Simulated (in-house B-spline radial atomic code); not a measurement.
Ionisation energies along the 45-electron series, configuration [Kr] 4d9, as differences of self-consistent energies. Dirac energy differences include first-order Breit, QED and recoil terms. NIST's values go from ground level to ground level; the uncertainty of those that are theory runs from under 0.1 % in few-electron ions to several per cent in heavy many-electron ones. Computed with a radial B-spline atomic code at the basis-set limit: Dirac-Hartree-Fock, average of the configuration, finite nuclei.

```json
{"ion": "Pd+", "configuration after": "[Kr] 4d8", "ionisation energy (eV)": "18.6", "IE/(q+1)² (eV)": "4.6618", "Breit and QED recoil part (eV)": "0.0095327", "tabulated value (eV)": "19.43", "tabulated kind": "semi-empirical", "computed minus tabulated (eV)": "-0.8"}
{"ion": "Ag2+", "configuration after": "[Kr] 4d8", "ionisation energy (eV)": "34.3", "IE/(q+1)² (eV)": "3.8107", "Breit and QED recoil part (eV)": "0.011131", "tabulated value (eV)": "34.8", "tabulated kind": "semi-empirical", "computed minus tabulated (eV)": "-0.5"}
{"ion": "Cd3+", "configuration after": "[Kr] 4d8", "ionisation energy (eV)": "52.4", "IE/(q+1)² (eV)": "3.2727", "Breit and QED recoil part (eV)": "0.01113", "tabulated value (eV)": "51", "tabulated kind": "tabulated theory", "computed minus tabulated (eV)": "1.4"}
{"ion": "In4+", "configuration after": "[Kr] 4d8", "ionisation energy (eV)": "72.6", "IE/(q+1)² (eV)": "2.9058", "Breit and QED recoil part (eV)": "0.0096868", "tabulated value (eV)": "69.3", "tabulated kind": "semi-empirical", "computed minus tabulated (eV)": "3.3"}
{"ion": "Sn5+", "configuration after": "[Kr] 4d8", "ionisation energy (eV)": "95.0", "IE/(q+1)² (eV)": "2.6394", "Breit and QED recoil part (eV)": "0.006874", "tabulated value (eV)": "94", "tabulated kind": "tabulated theory", "computed minus tabulated (eV)": "1.0"}
{"ion": "Sb6+", "configuration after": "[Kr] 4d8", "ionisation energy (eV)": "119.4", "IE/(q+1)² (eV)": "2.4368", "Breit and QED recoil part (eV)": "0.0027155", "tabulated value (eV)": "117", "tabulated kind": "tabulated theory", "computed minus tabulated (eV)": "2.4"}
{"ion": "Te7+", "configuration after": "[Kr] 4d8", "ionisation energy (eV)": "145.7", "IE/(q+1)² (eV)": "2.2773", "Breit and QED recoil part (eV)": "-0.0027911", "tabulated value (eV)": "143", "tabulated kind": "tabulated theory", "computed minus tabulated (eV)": "2.7"}
{"ion": "I8+", "configuration after": "[Kr] 4d8", "ionisation energy (eV)": "?", "IE/(q+1)² (eV)": "?", "Breit and QED recoil part (eV)": "?", "tabulated value (eV)": "?", "tabulated kind": "tabulated theory", "computed minus tabulated (eV)": "?"}
{"ion": "Xe9+", "configuration after": "[Kr] 4d8", "ionisation energy (eV)": "204.1", "IE/(q+1)² (eV)": "2.0415", "Breit and QED recoil part (eV)": "-0.017953", "tabulated value (eV)": "202", "tabulated kind": "tabulated theory", "computed minus tabulated (eV)": "2.1"}
{"ion": "Cs10+", "configuration after": "[Kr] 4d8", "ionisation energy (eV)": "236.1", "IE/(q+1)² (eV)": "1.9516", "Breit and QED recoil part (eV)": "-0.027686", "tabulated value (eV)": "233", "tabulated kind": "tabulated theory", "computed minus tabulated (eV)": "3.1"}
{"ion": "Ba11+", "configuration after": "[Kr] 4d8", "ionisation energy (eV)": "?", "IE/(q+1)² (eV)": "?", "Breit and QED recoil part (eV)": "?", "tabulated value (eV)": "?", "tabulated kind": "tabulated theory", "computed minus tabulated (eV)": "?"}
{"ion": "La12+", "configuration after": "[Kr] 4d8", "ionisation energy (eV)": "?", "IE/(q+1)² (eV)": "?", "Breit and QED recoil part (eV)": "?", "tabulated value (eV)": "?", "tabulated kind": "tabulated theory", "computed minus tabulated (eV)": "?"}
{"ion": "Ce13+", "configuration after": "[Kr] 4d8", "ionisation energy (eV)": "343.1", "IE/(q+1)² (eV)": "1.7507", "Breit and QED recoil part (eV)": "-0.066064", "tabulated value (eV)": "340", "tabulated kind": "tabulated theory", "computed minus tabulated (eV)": "3.1"}
{"ion": "Pr14+", "configuration after": "[Kr] 4d8", "ionisation energy (eV)": "382.4", "IE/(q+1)² (eV)": "1.6997", "Breit and QED recoil part (eV)": "-0.082099", "tabulated value (eV)": "378", "tabulated kind": "tabulated theory", "computed minus tabulated (eV)": "4.4"}
```

(1) Fill in the row of I8+.

(2) Fill in the row of Ba11+.

(3) Fill in the row of La12+.

Where a p, d or f electron is removed, the computed value is a mean over both j, so it misses the tabulated one by a part of the spin-orbit splitting; averaging over terms and missing correlation add to the gap, relatively most at low charge.

Results:

(1) ionisation energy (eV): 174.0; IE/(q+1)² (eV): 2.1482; Breit and QED recoil part (eV): -0.0096705; tabulated value (eV): 171; computed minus tabulated (eV): 3.0.

(2) ionisation energy (eV): 270.0; IE/(q+1)² (eV): 1.8749; Breit and QED recoil part (eV): -0.038911; tabulated value (eV): 267.1; computed minus tabulated (eV): 2.9.

(3) ionisation energy (eV): 305.7; IE/(q+1)² (eV): 1.8086; Breit and QED recoil part (eV): -0.051686; tabulated value (eV): 303; computed minus tabulated (eV): 2.7.
